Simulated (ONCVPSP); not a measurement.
Configuration tests for Ga (Z = 31) (ONCV)

| Quantity | Value |
| --- | --- |
| Element | gallium (Ga) |
| Generator | ONCVPSP 4.0.1 |
| Type | optimised norm-conserving Vanderbilt (ONCV) |
| Functional | PW91 |
| Relativity | scalar-relativistic |
| Frozen core | [Ne] |
| Valence charge | 21 |
| Reference configuration | 3s2 3p6 3d10 4s1 4p2 |
| Partial waves | 3s+4s: rc 1.05 bohr, ncon 4, nbas 7, qcut 13.8 1/bohr, 2 projectors; 3p+4p: rc 1.40 bohr, ncon 4, nbas 7, qcut 10.3 1/bohr, 2 projectors; 3d: rc 1.10 bohr, ncon 5, nbas 9, qcut 15.3 1/bohr, 2 projectors, debl 2.2 Ha |
| Local potential | polynomial inside 0.75 bohr (lpopt 5, dvloc0 2 Ha) |
| Core correction | none |

Energies are relative to the spin-unpolarised reference configuration 3s2 3p6 3d10 4s1 4p2; without spin polarisation the order of configurations can differ from experiment.

Problem. Give the all-electron excitation energy and the error of the potential for: 3s2 3p6 3d10 4s2 4p1; 3s2 3p6 3d10 4s2 4p0; 3s2 3p6 3d10 4s1 4p0; 3s2 3p6 3d10 4s0 4p0.

Solution.

```tsv
valence configuration	charge	ΔE all-electron (eV)	error AE − PS (meV)
3s2 3p6 3d10 4s2 4p1	0	-6.570	+0.5
3s2 3p6 3d10 4s2 4p0	+1	-0.822	-0.1
3s2 3p6 3d10 4s1 4p0	+2	20.400	-1.6
3s2 3p6 3d10 4s0 4p0	+3	51.751	-2.1
```

Levels in the configuration 3s2 3p6 3d10 4s1 4p0:

```
level  all-electron (eV)  pseudo (eV)
   3s           -168.498     -168.492
   3p           -119.292     -119.291
   3d            -39.482      -39.487
   4s            -26.153      -26.151
```
